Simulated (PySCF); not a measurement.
**Electronic absorption of C3H12NOPSi2**

C3H12NOPSi2.
Cartesian coordinates in Å at the PBE0-D3(BJ)/def2-SVP level; atoms count from 1:
```
atom  x, y, z in Å
C1     2.0508    1.3290    0.5289
C2     1.2673    0.6121   -0.2794
P3     0.3155   -0.7492    0.4225
C4     0.6997   -2.2044   -0.5757
O5     0.5363   -0.9228    1.8961
N6    -1.3211   -0.3979    0.1735
Si7   -2.2092   -0.2654    1.7116
Si8   -2.1149   -0.0584   -1.3539
H9     2.1146    1.0732    1.5921
H10    2.6381    2.1771    0.1639
H11    1.1807    0.8398   -1.3483
H12    0.1083   -3.0474   -0.1906
H13    1.7687   -2.4351   -0.4638
H14    0.4721   -2.0448   -1.6397
H15   -1.7093    0.8320    2.5813
H16   -3.5882    0.0979    1.2450
H17   -2.2941   -1.5577    2.4422
H18   -1.0895   -0.1981   -2.4331
H19   -2.6648    1.3287   -1.3876
H20   -3.2235   -1.0233   -1.6142
```

Method used: PySCF, TDDFT CAM-B3LYP/def2-SVPD, vertical, gas phase, core orbitals frozen in the response.

Problem. Predict the UV-vis stick spectrum at this level.

Solution. 

| state | E (eV) | E (kJ/mol) | λ (nm) | f | \|μ\| (D) | main configurations (H = HOMO, L = LUMO) |
| --- | --- | --- | --- | --- | --- | --- |
| S1 | 6.13 | 591 | 202.4 | 0.0070 | 0.55 | H→L (70%), H-1→L (20%) |
| S2 | 6.66 | 643 | 186.0 | 0.045 | 1.34 | H-1→L (53%), H→L (16%), H→L+1 (11%) |
| S3 | 6.81 | 657 | 182.2 | 0.0021 | 0.29 | H-2→L (85%) |
| S4 | 6.99 | 675 | 177.3 | 0.026 | 0.99 | H→L+1 (44%), H→L+2 (19%), H-1→L (16%) |
| S5 | 7.40 | 714 | 167.5 | 0.303 | 3.29 | H-3→L (82%) |
| S6 | 7.47 | 720 | 166.1 | 0.075 | 1.63 | H→L+2 (34%), H→L+1 (28%), H-3→L (10%) |
| S7 | 7.62 | 736 | 162.6 | 0.041 | 1.20 | H→L+3 (22%), H→L+5 (17%), H-1→L+1 (16%) |
| S8 | 7.66 | 739 | 161.8 | 0.035 | 1.09 | H-1→L+1 (42%), H→L+5 (16%), H→L+3 (8%) |
| S9 | 7.76 | 748 | 159.9 | 0.0053 | 0.43 | H-2→L+1 (50%) |
| S10 | 7.83 | 756 | 158.3 | 0.018 | 0.77 | H→L+5 (19%), H→L+3 (19%), H-2→L+1 (11%) |

Triplets, Tamm–Dancoff:

```
state  E (eV)  λ (nm)  main configurations (H = HOMO, L = LUMO)
   T1    4.26   291.0        H-3→L (62%), H→L (10%), H-2→L (9%)
   T2    5.85   211.9                    H→L (61%), H-1→L (18%)
   T3    6.47   191.7     H-1→L (32%), H→L+1 (21%), H→L+2 (20%)
   T4    6.70   184.9                   H-2→L (76%), H-1→L (8%)
```

The lowest singlet comes at 202 nm (591 kJ/mol) in the ultraviolet; it is weak; its leading configuration is HOMO→LUMO (70%). The strongest level in the table is S5 at 7.40 eV (167 nm, f = 0.303). Löwdin shares by element: HOMO nitrogen 36%, silicon 8% or more, oxygen 8%, carbon 8% or more (atoms not listed hold the other 40%); LUMO carbon 64% or more, phosphorus 6%, hydrogen 6% or more (atoms not listed hold the other 24%). Of the 10 states listed, 7 reach f = 0.01 and none stays under 0.0005. Weighted by f, the mean energy of these states is 7.36 eV. The listed states span 1.71 eV, and the widest gap between neighbours is 0.54 eV (S1 to S2). All these states lie below the vertical ionisation energy of 9.51 eV (ΔSCF). The window holds the lowest 10 singlets.

The run took 12 min of wall time (with the writing of density and orbital grids) on one thread of an Arm Neoverse V1, on a shared host, and the process peaked at 1.3 GiB of memory.

One conformer stands for the species.
